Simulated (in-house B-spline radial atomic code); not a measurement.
## RPA and G0W0 on wB97X: S VII (S6+)

Configuration [He] 2s2 2p6, mean-field start wB97X. Computed with a B-spline radial code for spherical atoms: all electrons, scalar-relativistic (spin-free one-electron X2C), finite nucleus, each spin shell either full or empty, empty states to l = 9 with an (l + 1/2)⁻⁴ tail; G0W0 by contour deformation at full frequency.

Command:
```bash
python run_gw.py task.json out
```
Settings (radii: box in bohr, nucleus in fm):
```
Z                        16
electrons                10
configuration            [He] 2s2 2p6
hamiltonian              x2c
method                   wb97x
lmax                     9
rms_radius               3.2611
spin_polarised           False
box_radius               9.29
intervals                68
```

Time taken, with all properties: 0.9 s on 1 thread of Arm Neoverse V2 (shared host).

Energies (hartree):

| term | value |
| --- | --- |
| mean-field total | -389.11780 |
| Hartree-Fock functional on these orbitals | -388.63193 |
| direct second order | -0.65505 |
| second-order exchange | 0.23228 |
| SOSEX correction | 0.21965 |

Task: What is the RPA correlation energy, and what remains with SOSEX?

Result: RPA gives -0.60471 hartree (-1.65 eV per electron); RPA + SOSEX gives -0.38506, and the second-order doubles -0.42277 hartree (no singles). SOSEX takes back 36 % of the RPA value.

Quasi-particle levels (eV):

| level | occupied | mean field | Σx - vxc | Σc | QP weight | G0W0 |
| --- | --- | --- | --- | --- | --- | --- |
| 2p | yes | -265.90 | -17.04 | ? | ? | ? |
| 2s | yes | -322.26 | -24.21 | 4.41 | 0.974 | -342.06 |
| 1s | yes | -2532.91 | -84.50 | 25.22 | 0.872 | -2592.19 |
| 3s | no | -88.23 | 0.77 | -0.58 | 0.998 | -88.04 |

G0W0 = mean field + (Σx - vxc) + Σc, with Σc (partial-wave tail included) taken at the quasi-particle energy.

Task: Where does G0W0 put 2p?

Result: At -281.13 eV, with Σc = 1.81 eV and a quasi-particle weight of 0.981. The tabulated removal energy is 280.954 ± 0.007 eV (NIST, measured); the calculation leaves out spin-orbit coupling, Breit and QED terms, and what these don't explain is the method's own error.
